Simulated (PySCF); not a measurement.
Ga(F)2(NHMe) (CH4F2GaN), SMILES C[NH][Ga]([F])[F]. Geometry optimised at PBE0-D3(BJ)/def2-SVP. The structure was generated by enumeration; whether it is a known compound was not checked. One conformer was computed; it need not be the lowest.

Task: Give the equilibrium geometry at PBE0-D3(BJ)/def2-SVP (PySCF confirms it by a frequency run) as bond lengths and angles, and its point group. (The exact figures need the calculation; the answer reports its results.)

Result: One answer among several that fit: point group Cs.
Atoms: Ga1 F2 F3 N4 C5 H6 H7 H8 H9. Bond lengths (Å): Ga1–F2 1.741, Ga1–F3 1.743, Ga1–N4 1.787, N4–C5 1.445, N4–H6 1.013, C5–H7 1.105, C5–H8 1.105, C5–H9 1.100. Angles (°): F2–Ga1–F3 116.4, F2–Ga1–N4 122.7, F3–Ga1–N4 120.8, Ga1–N4–C5 126.1, Ga1–N4–H6 118.8, C5–N4–H6 115.1, N4–C5–H7 112.3, N4–C5–H8 112.3, N4–C5–H9 110.1, H7–C5–H8 107.7, H7–C5–H9 107.1, H8–C5–H9 107.1.
Charge 0, spin multiplicity 1.
